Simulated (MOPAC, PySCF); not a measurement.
CFGeN, SMILES `N#[C][Ge][F]` (lower singlet), neutral singlet in the gas phase. This singlet lies 2.37 eV below the relaxed triplet at the level frozen-core CCSD(T)/cc-pVTZ // B3LYP-D3(BJ)/def2-TZVP (Ansatz).

Cartesian coordinates (Å):
SMILES: [Ge]([F])[C]#N
```xyz
4

N     -1.9128    -0.2337    -0.3441
C     -0.8423     0.0474    -0.0101
Ge     0.8997     0.7976     0.6631
F      1.8554    -0.6113     0.2302
```
Charge 0, spin multiplicity 1.

All levels are single points at this geometry (B3LYP-D3(BJ)/def2-TZVP); Pople sets use spherical d functions. Orbital energies aren't observables, and empty levels follow the basis.

BP86/6-31G* in PySCF gives dipole (D) = 3.27.

Estimate the dipole (D) from each of these levels: B3LYP-D3(BJ)/def2-TZVP in PySCF; PBE-D3(BJ)/def2-TZVP in PySCF; B3LYP/6-31G* in PySCF; B3LYP/LANL2DZ in PySCF; PM7 in MOPAC.


```tsv
level	dipole (D)
B3LYP-D3(BJ)/def2-TZVP in PySCF	3.81
PBE-D3(BJ)/def2-TZVP in PySCF	3.57
B3LYP/6-31G* in PySCF	3.48
B3LYP/LANL2DZ in PySCF	3.88
PM7 in MOPAC	5.50
```
